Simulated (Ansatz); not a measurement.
H₄O₃SiTe, SMILES `O[Si](O)(O)[TeH]`, relaxed with RKS PBE0-D4/def2-TZVP in Ansatz 0.2.0 from a GFN2-xTB geometry. The force threshold is 0.005 eV/Å; the program also tests the step.

Charge 0, multiplicity 1. Te: def2 effective core potential.

Start:

```xyz
9

O     0.823   -1.337    0.036
Si   -0.048    0.029    0.151
O    -1.220   -0.291    1.245
O     0.974    1.185    0.655
Te   -1.106    0.785   -1.948
H     0.361   -2.160   -0.082
H    -1.749    0.428    1.576
H     1.727    0.931    1.184
H     0.238    0.428   -2.818
```

```
         step  energy (eV)  largest force (eV/Å)  largest move (Å)
            1  -21375.7799                 0.423             0.000
            2  -21375.7974                 0.238             0.073
            3  -21375.8104                 0.205             0.103
            4  -21375.8310                 0.133             0.200
            5  -21375.8351                 0.230             0.114
            6  -21375.8379                 0.140             0.087
            7  -21375.8411                 0.029             0.054
            8  -21375.8417                 0.061             0.056
 9 (rejected)  -21375.8410                 0.078             0.041
           10  -21375.8420                 0.011             0.020
           11  -21375.8420                 0.007             0.009
12 (rejected)  -21375.8384                 0.241             0.034
           13  -21375.8420                 0.002             0.006
```

End:

```xyz
9

O     0.823   -1.439    0.194
Si   -0.042   -0.056    0.185
O    -1.243   -0.236    1.282
O     1.011    1.140    0.519
Te   -1.162    0.480   -1.972
H     0.357   -2.259    0.022
H    -1.821    0.515    1.426
H     1.808    0.883    0.988
H     0.269    0.972   -2.644
```

Hardware: 2 threads of an AMD EPYC 7R13 on a shared host and a share of an NVIDIA H100 80 GB. Wall time 23 s, peak host memory 0.87 GiB.
